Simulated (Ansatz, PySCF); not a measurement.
Molecule: sum formula H$_{3}$BO, charge 0, multiplicity 1. 
Coordinates optimised at B3LYP-D3(BJ)/def2-TZVP (Ansatz, a program for electronic structure):
SMILES: OB
```xyz
5

B     -0.7100     0.0755    -0.0345
O      0.6342     0.0146     0.0881
H     -1.3022    -0.7421    -0.6782
H     -1.2599     0.9729     0.5246
H      1.0388    -0.7247    -0.3785
```

Total electronic energies in hartree. Cores are frozen in the correlated levels unless marked. No spin-orbit coupling. Non-relativistic unless marked X2C. FCI takes restricted orbitals. Basis-set limits of correlation are two-point, X^-3; Hartree-Fock from the larger set. The bracket is a focal-point correction in the basis named.

```
level                                                                 program  energy (Eh)
-------------------------------------------------------------  --------------  -----------
HF/def2-TZVPD                                                           PySCF   -101.37160
HF/def2-TZVPP                                                          Ansatz   -101.37281
BP86-D4/def2-TZVPD                                              PySCF + dftd4   -101.94781
TPSS-D3(BJ)/def2-TZVPD                                          PySCF + dftd3   -101.96937
M06-L-D4/def2-TZVPD                                             PySCF + dftd4   -101.93478
r2SCAN/def2-TZVPD                                                      Ansatz   -101.88974
PBE0-D3(BJ)/def2-TZVPD                                         Ansatz + dftd3   -101.82848
PBE0/def2-TZVP                                                         Ansatz   -101.82634
TPSSh-D4/def2-TZVPD                                             PySCF + dftd4   -101.95796
M06-2X/def2-TZVPD                                                       PySCF   -101.90753
MP2/STO-3G                                                             Ansatz   -100.06746
MP2/def2-SVP                                                           Ansatz   -101.52854
SCS-MP2/def2-SVPD                                                      Ansatz   -101.54659
SCS-MP2/cc-pVTZ                                                        Ansatz   -101.72246
CCSD/6-31G                                                             Ansatz   -101.47012
CCSD(T)/def2-SVPD                                                      Ansatz   -101.57537
CCSD(T)/aug-cc-pVTZ                                                    Ansatz   -101.75612
X2C-CCSD(T)/cc-pVTZ-DK                                                 Ansatz   -101.80746
FCI/STO-3G                                                             Ansatz   -100.09446
RI-MP2/CBS(aug-cc-pVTZ,aug-cc-pVQZ)+[CCSD(T)-MP2]/aug-cc-pVDZ          Ansatz    -101.8032
RI-MP2/CBS(def2-TZVPPD,def2-QZVPPD)+[CCSD(T)-MP2]/def2-TZVPPD          Ansatz    -101.8026
CCSD(T)/CBS(aug-cc-pVTZ,aug-cc-pVQZ)                                   Ansatz    -101.7984
CCSD(T)/CBS(def2-TZVPP,def2-QZVPP)                                     Ansatz    -101.7988
```

Totals of different functionals don't rank their quality; only differences between species are comparable.
